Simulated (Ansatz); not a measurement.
Consider the atomization: `CSc1ccccc1` → 7 C• + 8 H• + S•.

Computed with Ansatz on PBE0-D4/def2-TZVP structures; ΔE is electronic, products minus reactants. CCSD(T)/CBS adds triple-zeta CCSD(T) − MP2 to the extrapolated MP2 energy (def2 sets, frozen cores). This one scheme is used for every species, atoms too. Functionals use def2-TZVPP. B3LYP here is the variant with VWN-RPA as its local correlation; programs differ in this. Open shells (•) are unrestricted, without spin–orbit coupling. Spin–orbit coupling would lower the free atoms: a little for C, S. Each species was taken in one conformer, which may not be the lowest.

CCSD(T)/CBS gives +74.45 eV.

(1) Another level gave +75.51 eV. Which?
A. B3LYP/def2-TZVPP
B. PBE0/def2-TZVPP
C. PBE/def2-TZVPP
D. r2SCAN-D4/def2-TZVPP

Largest T1 diagnostic among the species: 0.011.

Results:

(1) B. PBE0 75.51, B3LYP 74.04, r2SCAN-D4 75.28, PBE 76.85 eV.

From PBE to PBE0 (25 % exact exchange), in def2-TZVPP and without D4, ΔE moves by −1.34 eV: exact exchange takes away binding that semilocal exchange gives to molecules. The D4 term adds +0.77 eV with B3LYP and +0.41 eV with PBE0; it sums over pairs of atoms, weighted by their polarisabilities, and B3LYP, whose exchange is more repulsive, gets the larger term.

For atomizations the MP2-based limit and the directly extrapolated one differ by several kJ/mol either way, and by 10 to 25 for some Ge, Se and Sn compounds, so smaller differences from it don't rank the levels.
